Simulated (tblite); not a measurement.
A geometry optimisation, step by step.

Species: C6H11BF3P.
SMILES with atom numbers: `[CH2:1]=[CH:2][P@@+:3]([CH3:4])([CH:5]1[CH2:6][CH2:7]1)[B-:8]([F:9])([F:10])[F:11]` (hydrogens: H12, H13 on C1; H14 on C2; H15, H16, H17 on C4; H18 on C5; H19, H20 on C6; H21, H22 on C7)
Bond orders are those of one Lewis drawing.

Computed with GFN2-xTB (tblite), gas phase: L-BFGS steps from a force-field or distance-geometry start until the largest atomic force falls under 0.01 eV/Å. 8 of its 226 geometries are shown.

Step 0: E = -992.4268 eV, largest atomic force 3.494 eV/Å
```
atom  x, y, z in Å  |  force x, y, z in eV/Å
C1      0.873   -2.277    0.679   -0.956  -0.382   1.431
C2      0.214   -1.246    1.223    1.006  -1.076  -0.620
P3      0.372    0.327    0.427   -0.387   1.194  -0.435
C4      2.127    0.757    0.322    0.658  -0.465  -0.089
C5     -0.312    0.205   -1.246    0.481  -0.459  -0.912
C6     -1.798    0.380   -1.403   -0.298   0.329   0.511
C7     -1.191   -0.968   -1.600   -0.423  -0.475   0.043
B8     -0.559    1.724    1.284   -1.294   2.835   1.580
F9     -1.870    1.330    1.769    1.707   0.370  -0.758
F10    -0.655    2.834    0.331    0.002  -1.601   0.969
F11     0.216    2.244    2.396   -0.766  -0.900  -1.201
H12     0.767   -3.248    1.186    0.359   0.386  -0.624
H13     1.453   -2.177   -0.212    0.126  -0.169  -0.169
H14    -0.364   -1.331    2.117   -0.239   0.022   0.259
H15     2.444    1.184    1.291   -0.137  -0.314  -0.397
H16     2.654   -0.198    0.106    0.066   0.772   0.135
H17     2.329    1.509   -0.457   -0.225  -0.346   0.244
H18     0.347    0.554   -2.058   -0.287   0.025   0.504
H19    -2.330    0.509   -0.447    0.097   0.180  -0.764
H20    -2.170    0.969   -2.256    0.176  -0.466   0.645
H21    -1.178   -1.321   -2.636    0.185  -0.118   0.570
H22    -1.379   -1.740   -0.816    0.148   0.659  -0.923
```

Step 32: E = -993.1367 eV, largest atomic force 0.115 eV/Å
```
atom  x, y, z in Å  |  force x, y, z in eV/Å
C1      0.857   -2.341    0.735   -0.007   0.074   0.025
C2      0.268   -1.269    1.242    0.018   0.012   0.007
P3      0.300    0.383    0.469    0.081  -0.077  -0.029
C4      2.084    0.724    0.232    0.006   0.014   0.012
C5     -0.295    0.168   -1.244   -0.005  -0.001   0.006
C6     -1.768    0.363   -1.493    0.048   0.083  -0.007
C7     -1.168   -0.990   -1.639    0.022  -0.016   0.005
B8     -0.646    1.941    1.486   -0.007   0.019  -0.019
F9     -1.849    1.478    1.912    0.041   0.006  -0.017
F10    -0.740    2.905    0.529   -0.016   0.005   0.036
F11     0.202    2.266    2.497   -0.005  -0.014   0.007
H12     0.812   -3.300    1.226    0.005   0.013   0.000
H13     1.411   -2.307   -0.191   -0.053  -0.008   0.010
H14    -0.282   -1.311    2.173   -0.008  -0.041  -0.001
H15     2.508    1.030    1.187    0.005  -0.015  -0.002
H16     2.600   -0.163   -0.135   -0.009   0.041  -0.008
H17     2.192    1.543   -0.478   -0.008   0.001   0.038
H18     0.395    0.559   -1.983   -0.019  -0.008  -0.008
H19    -2.389    0.559   -0.632   -0.028  -0.021   0.009
H20    -2.067    0.904   -2.375   -0.030   0.035  -0.069
H21    -1.028   -1.393   -2.630   -0.037  -0.026  -0.036
H22    -1.405   -1.731   -0.893    0.006  -0.078   0.042
```

Step 64: E = -993.1557 eV, largest atomic force 0.036 eV/Å
```
atom  x, y, z in Å  |  force x, y, z in eV/Å
C1      0.804   -2.313    0.759    0.003  -0.005   0.004
C2      0.286   -1.208    1.271    0.015   0.018  -0.006
P3      0.287    0.402    0.423   -0.019   0.028  -0.013
C4      2.067    0.776    0.221   -0.015  -0.003  -0.003
C5     -0.281    0.123   -1.296   -0.002  -0.013   0.009
C6     -1.744    0.345   -1.581    0.013  -0.001   0.002
C7     -1.177   -1.031   -1.648    0.014  -0.007   0.005
B8     -0.629    1.917    1.533    0.013  -0.030  -0.010
F9     -1.826    1.439    1.958    0.002  -0.002  -0.009
F10    -0.732    2.968    0.680    0.008  -0.002   0.019
F11     0.261    2.119    2.544   -0.015   0.014   0.001
H12     0.795   -3.247    1.297    0.002  -0.013   0.007
H13     1.257   -2.332   -0.219   -0.018  -0.001  -0.011
H14    -0.171   -1.196    2.252    0.004  -0.012  -0.010
H15     2.517    0.853    1.209   -0.002   0.006  -0.001
H16     2.560   -0.004   -0.355    0.013   0.000   0.007
H17     2.166    1.736   -0.283   -0.006   0.000  -0.010
H18     0.431    0.460   -2.041   -0.016  -0.007   0.018
H19    -2.380    0.588   -0.742    0.008   0.017  -0.014
H20    -2.018    0.847   -2.497    0.004  -0.009   0.008
H21    -1.042   -1.489   -2.617    0.001   0.008   0.000
H22    -1.441   -1.733   -0.871   -0.007   0.013   0.007
```

Step 96: E = -993.2180 eV, largest atomic force 0.094 eV/Å
```
atom  x, y, z in Å  |  force x, y, z in eV/Å
C1      0.627   -2.350    0.668    0.034  -0.037   0.001
C2      0.608   -1.165    1.256    0.025  -0.039   0.020
P3      0.344    0.405    0.394   -0.023  -0.044   0.016
C4      2.055    1.025    0.181   -0.029   0.023  -0.011
C5     -0.199   -0.032   -1.292    0.005   0.072  -0.031
C6     -1.558    0.427   -1.757    0.062   0.005  -0.033
C7     -1.327   -1.014   -1.459   -0.036   0.028   0.028
B8     -0.741    1.709    1.613   -0.037  -0.009   0.013
F9     -2.026    1.278    1.654    0.030  -0.004  -0.011
F10    -0.600    2.944    1.072    0.021  -0.019  -0.016
F11    -0.077    1.554    2.794   -0.001   0.018   0.023
H12     0.741   -3.264    1.228    0.061  -0.010   0.053
H13     0.526   -2.464   -0.399   -0.021   0.004   0.038
H14     0.716   -1.063    2.330   -0.029   0.015  -0.038
H15     2.446    1.292    1.163   -0.003  -0.035  -0.038
H16     2.675    0.255   -0.277    0.005   0.030   0.032
H17     2.042    1.917   -0.443   -0.035   0.005   0.011
H18     0.594   -0.022   -2.030    0.036  -0.084  -0.022
H19    -2.167    0.997   -1.072    0.025  -0.018  -0.002
H20    -1.643    0.733   -2.789   -0.055   0.020   0.009
H21    -1.269   -1.726   -2.270   -0.012   0.045  -0.058
H22    -1.778   -1.418   -0.564   -0.023   0.033   0.016
```

Step 129: E = -993.3102 eV, largest atomic force 0.079 eV/Å
```
atom  x, y, z in Å  |  force x, y, z in eV/Å
C1      0.672   -2.484    0.870    0.008  -0.030  -0.018
C2      0.999   -1.246    1.204    0.002   0.008  -0.016
P3      0.361    0.240    0.405   -0.043   0.030   0.059
C4      1.870    1.229    0.122    0.002  -0.023  -0.008
C5     -0.186   -0.264   -1.254    0.043   0.007  -0.008
C6     -1.226    0.588   -1.931    0.008  -0.003  -0.007
C7     -1.596   -0.761   -1.417   -0.018  -0.021  -0.020
B8     -0.851    1.431    1.641    0.005  -0.020  -0.018
F9     -2.149    1.156    1.382   -0.029  -0.029   0.003
F10    -0.484    2.690    1.283   -0.021   0.011   0.014
F11    -0.446    1.083    2.889   -0.005   0.026  -0.018
H12     1.048   -3.333    1.416   -0.006  -0.011  -0.013
H13     0.023   -2.693    0.036   -0.013  -0.017   0.015
H14     1.634   -1.038    2.055    0.007   0.003   0.043
H15     2.233    1.579    1.087    0.021   0.005  -0.022
H16     2.635    0.639   -0.378    0.031  -0.010  -0.018
H17     1.601    2.091   -0.483    0.018   0.048  -0.004
H18     0.592   -0.707   -1.869   -0.016   0.002   0.002
H19    -1.607    1.446   -1.398    0.018   0.014   0.018
H20    -1.141    0.733   -2.997   -0.002   0.008  -0.022
H21    -1.772   -1.557   -2.126   -0.004   0.013   0.023
H22    -2.221   -0.802   -0.538   -0.005  -0.009   0.015
```

Step 161: E = -993.3246 eV, largest atomic force 0.033 eV/Å
```
atom  x, y, z in Å  |  force x, y, z in eV/Å
C1      0.686   -2.486    0.908   -0.001  -0.004   0.001
C2      1.032   -1.249    1.228   -0.006   0.005  -0.002
P3      0.391    0.235    0.426   -0.006  -0.002  -0.005
C4      1.898    1.215    0.082    0.001  -0.002   0.005
C5     -0.181   -0.275   -1.222    0.012  -0.001  -0.005
C6     -1.162    0.633   -1.916    0.009   0.008  -0.002
C7     -1.619   -0.683   -1.391   -0.003  -0.002   0.000
B8     -0.922    1.372    1.605   -0.003  -0.015   0.002
F9     -2.171    0.889    1.400   -0.020   0.003   0.003
F10    -0.750    2.638    1.141   -0.002   0.002  -0.010
F11    -0.470    1.191    2.871    0.029   0.016   0.002
H12     1.057   -3.339    1.452    0.003   0.001   0.005
H13     0.017   -2.692    0.090   -0.009  -0.007  -0.014
H14     1.678   -1.043    2.074    0.007  -0.004  -0.005
H15     2.386    1.460    1.024   -0.003   0.000   0.009
H16     2.579    0.655   -0.556    0.011   0.000   0.005
H17     1.603    2.141   -0.407   -0.007   0.008   0.000
H18     0.570   -0.774   -1.826    0.007  -0.003   0.001
H19    -1.480    1.522   -1.391   -0.012   0.004  -0.001
H20    -1.065    0.762   -2.983    0.008   0.010  -0.002
H21    -1.837   -1.471   -2.096   -0.002  -0.013   0.008
H22    -2.251   -0.683   -0.516   -0.015  -0.006   0.005
```

Step 193: E = -993.3330 eV, largest atomic force 0.024 eV/Å
```
atom  x, y, z in Å  |  force x, y, z in eV/Å
C1      0.665   -2.512    0.883    0.002  -0.003  -0.005
C2      1.024   -1.281    1.214    0.002   0.001  -0.011
P3      0.386    0.216    0.435   -0.011  -0.002  -0.004
C4      1.887    1.218    0.134   -0.009  -0.009   0.000
C5     -0.175   -0.273   -1.224   -0.003  -0.007   0.007
C6     -1.144    0.640   -1.925   -0.003   0.014   0.002
C7     -1.617   -0.670   -1.397    0.007   0.005   0.008
B8     -0.913    1.382    1.591   -0.004   0.007  -0.006
F9     -2.121    0.771    1.633    0.023  -0.003  -0.007
F10    -0.931    2.568    0.921   -0.010  -0.004   0.018
F11    -0.289    1.453    2.795    0.000   0.004  -0.009
H12     1.037   -3.372    1.416   -0.005   0.003  -0.008
H13    -0.012   -2.707    0.068    0.003   0.002   0.015
H14     1.683   -1.092    2.053   -0.003   0.003   0.001
H15     2.362    1.437    1.089   -0.006  -0.002   0.014
H16     2.582    0.686   -0.514    0.002   0.002  -0.004
H17     1.585    2.157   -0.327    0.002  -0.007  -0.012
H18     0.576   -0.779   -1.822    0.000  -0.009   0.000
H19    -1.460    1.536   -1.410   -0.002   0.003   0.011
H20    -1.036    0.764   -2.991   -0.002  -0.003  -0.011
H21    -1.846   -1.459   -2.098    0.018  -0.008  -0.006
H22    -2.251   -0.662   -0.522   -0.001   0.013   0.006
```

Step 225: E = -993.3344 eV, largest atomic force 0.010 eV/Å
```
atom  x, y, z in Å  |  force x, y, z in eV/Å
C1      0.653   -2.506    0.885   -0.001   0.001   0.002
C2      1.032   -1.278    1.202   -0.002   0.005  -0.001
P3      0.386    0.220    0.432    0.000   0.004   0.000
C4      1.890    1.220    0.139   -0.003  -0.002   0.001
C5     -0.174   -0.275   -1.224    0.002  -0.002  -0.001
C6     -1.119    0.648   -1.945    0.005  -0.002   0.001
C7     -1.624   -0.642   -1.398   -0.004   0.000  -0.006
B8     -0.925    1.358    1.604    0.005  -0.003   0.003
F9     -2.090    0.677    1.709   -0.006  -0.004   0.001
F10    -1.040    2.525    0.914    0.002   0.002   0.001
F11    -0.256    1.491    2.779    0.003   0.000  -0.005
H12     1.034   -3.370    1.404   -0.001  -0.007   0.007
H13    -0.054   -2.695    0.094   -0.003  -0.005  -0.005
H14     1.718   -1.092    2.020    0.002   0.000   0.004
H15     2.331    1.474    1.102   -0.003   0.005  -0.006
H16     2.608    0.671   -0.467   -0.003   0.000  -0.001
H17     1.599    2.140   -0.366    0.001   0.003   0.000
H18     0.566   -0.811   -1.809    0.000   0.002  -0.003
H19    -1.417    1.559   -1.447    0.001   0.000   0.005
H20    -1.004    0.750   -3.014   -0.001   0.000   0.003
H21    -1.865   -1.439   -2.086    0.005   0.002   0.002
H22    -2.261   -0.604   -0.527    0.000   0.002  -0.001
```

Task: Summarise the path.

Result: The energy falls by 20.93 kcal/mol from step 0 to step 225; nine tenths of that is first reached at step 103. It falls at every step. The largest force goes from 3.494 to 0.010 eV/Å. Among the bonds P3–B8 changes most, from 1.885 to 2.095 Å; the atoms move by 1.045 Å rms after alignment.

The cost below is that of the whole relaxation. Hardware: one thread of an Arm Neoverse V1, no GPU, on a shared host. Cost: 2.2 s wall.
